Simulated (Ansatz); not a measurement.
This geometry of BFH2 + BrH (6 atoms, charge 0, multiplicity 1) is a first-order saddle point.

Level of theory: Ansatz, RKS B3LYP-D4/def2-SVP.

```xyz
6
Properties=species:S:1:pos:R:3
B 0.025 0.156 0.112
H 0.020 -0.202 1.375
F 1.180 -0.121 -0.477
H -1.046 -0.020 -0.392
Br 0.002 2.409 0.699
H 0.077 0.863 1.408
```

Which two structures does it join? (They come from a converged band through this point; their orientation in space is the band's.)

Bonds broken: B1–H2, Br5–H6. Bonds formed: B1–Br5, H2–H6. BFH2 + BrH becomes BBrFH + H2.

Initial state:

```xyz
6
Properties=species:S:1:pos:R:3
B -0.029 -0.369 -0.118
H -0.073 -0.737 1.033
F 1.157 -0.308 -0.699
H -1.003 -0.132 -0.788
Br -0.130 2.557 1.018
H 0.337 2.073 2.279
```

Final state:

```xyz
6
Properties=species:S:1:pos:R:3
B -0.042 0.602 -0.547
H 0.285 -0.344 2.384
F 1.077 -0.065 -0.702
H -1.095 0.028 -0.534
Br 0.028 2.508 -0.356
H 0.004 0.356 2.480
```

How far does it lie above each of them?

62.7 kJ/mol above the first and 121.9 kJ/mol above the second. This is the barrier of this one path; another mechanism may lie lower. The orbitals stay closed-shell, which can raise the energy where a bond breaks towards radicals; this wasn't checked here.

Run time: 5.1 min on 1 thread of Intel(R) Xeon(R) Platinum 8259CL CPU @ 2.50GHz (Skylake/Cascade Lake) (shared host), peak memory 0.16 GiB.
